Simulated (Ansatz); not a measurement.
C₂H₆BF₂N, SMILES NB(CF)CF.

The structure is a stationary point at B3LYP-D3(BJ)/def2-SVP. This is a generated structure with no PubChem entry under its InChIKey; it may be hypothetical. The values are those of a single conformer.

Two levels are set side by side: PBE/def2-SVPD (Ansatz, a quantum-chemistry and plane-wave program) and ωB97X-V/def2-SVPD (Ansatz). Energy differences of separate SCF runs at the same geometry; the states with an electron removed or added have multiplicity 2 and 2. Differences are taken from unrounded values.

```json
[
 {"quantity": "vertical ionisation energy (eV)", "ωB97X-V": "11.06", "PBE": "10.15", "PBE minus ωB97X-V": "-0.92"},
 {"quantity": "vertical singlet–triplet gap (eV)", "ωB97X-V": "6.90", "PBE": "6.18", "PBE minus ωB97X-V": "-0.72"}
]
```
